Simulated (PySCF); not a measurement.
SMILES C[Si](C)([SiH2][SiH2]S)C (C3H14SSi3), GFN2-xTB optimised geometry.

```
21

C      2.68     0.12     1.75
Si     0.81     0.43     1.54
C     -0.05     0.23     3.23
C      0.55     2.23     0.95
Si    -0.16    -1.06     0.00
Si    -2.48    -1.06     0.00
S     -3.17     1.00     0.00
H      3.12     0.80     2.47
H      2.87    -0.89     2.11
H      3.21     0.24     0.81
H     -1.12     0.44     3.15
H      0.36     0.90     3.98
H      0.05    -0.79     3.61
H     -0.51     2.46     0.86
H      1.01     2.41    -0.02
H      0.97     2.95     1.65
H      0.24    -2.46     0.21
H      0.28    -0.78    -1.38
H     -3.21    -1.67    -1.11
H     -3.12    -1.52     1.22
H     -2.59     1.36    -1.14
```

Density from PySCF 2.14.0 with PBE0/def2-SVP at that geometry.

Minimum of the electron density along straight lines between bonded atoms, close to the bond critical point (lines longer than 1.1 times the sum of covalent radii, or with two minima, are not listed):

| bond | length / Å | ρ at the minimum / e bohr⁻³ | ∇²ρ there / e bohr⁻⁵ | position (fraction from the first atom) |
|---|---|---|---|---|
| C1–Si2 | 1.912 | 0.109 | 0.29 | 0.62 |
| Si2–C3 | 1.910 | 0.109 | 0.31 | 0.38 |
| Si2–C4 | 1.910 | 0.109 | 0.29 | 0.38 |
| Si6–S7 | 2.171 | ___ | ___ | 0.36 |
| C1–H8 | 1.087 | 0.271 | -0.97 | 0.62 |
| C1–H10 | 1.086 | 0.272 | -0.97 | 0.62 |
| C3–H11 | 1.086 | 0.272 | -0.97 | 0.63 |
| C3–H12 | 1.086 | 0.271 | -0.97 | 0.62 |
| C3–H13 | 1.086 | 0.271 | -0.97 | 0.62 |
| C4–H14 | 1.086 | 0.273 | -0.99 | 0.63 |
| C4–H15 | 1.087 | 0.271 | -0.96 | 0.62 |
| C4–H16 | 1.087 | 0.271 | -0.96 | 0.62 |
| Si5–H17 | 1.472 | 0.113 | 0.32 | 0.49 |
| Si5–H18 | 1.476 | 0.112 | 0.31 | 0.49 |
| Si6–H19 | 1.465 | 0.117 | 0.32 | 0.49 |
| Si6–H20 | 1.460 | 0.118 | 0.33 | 0.49 |
| S7–H21 | 1.324 | 0.215 | -0.16 | 0.49 |

**Question.** Complete the blanks.

**Answer.** 
- Si6–S7, ρ at the minimum / e bohr⁻³: 0.088
- Si6–S7, ∇²ρ there / e bohr⁻⁵: 0.15
